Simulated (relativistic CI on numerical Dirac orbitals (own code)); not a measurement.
## What each ingredient does to the levels of Hg2+

Base calculation: Dirac-Coulomb-Breit CI, separate exchange-only KLI orbitals for each configuration, model QED, valence Slater integrals scaled by 0.85, P86 correlation energy added to each configuration.

Configuration list (outside the closed core [Xe] 4f14): 5d10, 5d9 6s, 5d9 6p, 5d9 5f, 5d9 7s, 5d9 6d, 5d9 7p, 5d9 7d, 5d9 6f, 5d9 5g, 5d9 7f, 5d9 6g. Double excitations out of closed p, d and f shells are left out; levels of such configurations are missing from the list, as are those of other unlisted configurations, and high levels can miss mixing partners.

The lowest level and the first level of each name with at least 55 % of one term (blank where a level has no safe partner in the second run):

```csv
Level,Base (cm⁻¹),Shift (cm⁻¹)
5d10 1S_0,0.0,0.0
5d9 6s 3D_3,46857.7,-3398.3
5d9 6s 3D_2,50600.1,-3400.5
5d9 6s 3D_1,61626.1,-3398.1
5d9 6s 1D_2,65516.5,-3402.1
5d9 6p 3P°_2,107300.8,-5478.0
5d9 6p 3F°_4,119809.8,-5477.7
5d9 6p 3P°_1,120912.4,-5478.4
5d9 6p 3F°_2,121204.8,-5478.2
5d9 6p 3D°_3,124482.9,-5478.1
5d9 6p 1D°_2,124492.2,-5478.8
5d9 6p 1P°_1,130135.6,-5501.9
5d9 6p 3P°_0,131836.7,-5478.1
5d9 6p 3D°_1,137000.1,-5480.2
5d9 6p 3D°_2,138779.6,-5478.4
5d9 7s 3D_3,176413.6,-7080.7
5d9 7s 1D_2,177109.5,-7076.5
5d9 6d 3S_1,180029.7,-7206.4
5d9 6d 3P_2,182232.9,-7203.0
5d9 6d 1P_1,182535.6,-7203.6
5d9 6d 3G_5,182540.1,-7204.3
5d9 6d 1D_2,184141.8,-7203.7
```

For a near-neutral ion this model can misplace configurations by up to about 10,000 cm⁻¹ (more where the count of f electrons changes) and terms by 10 to 25 % of their spread. Rates follow the energies as ν³ (E1, M1) or ν⁵ (E2), so they and the lifetimes can be off by large factors. The fine structure of a lone outer electron comes out too small, for d and f at times inverted, and misplaced configurations move strength between like terms. 15 of the 62 excited levels that our extract of the measured tables holds in this range could be paired (the sources list more); they are missed by 2868 cm⁻¹ on average and 4571 at most, and levels without a partner can miss by more.

**Question.** One thing was changed in a second run, which moved the levels as shown. Which?
A. only the first 3 configurations
B. configuration mixing switched off
C. QED terms removed
D. Breit term removed
E. self-excluded LDA correlation estimate
F. no correlation estimate

**Answer.** F. No correlation estimate. A correlation estimate moves all levels of a configuration together before mixing; mixed levels move by a weighted share.

LS names give the leading component of a level, which can be under half, so a name can repeat, a term be missing and a line seem to break the LS rules.
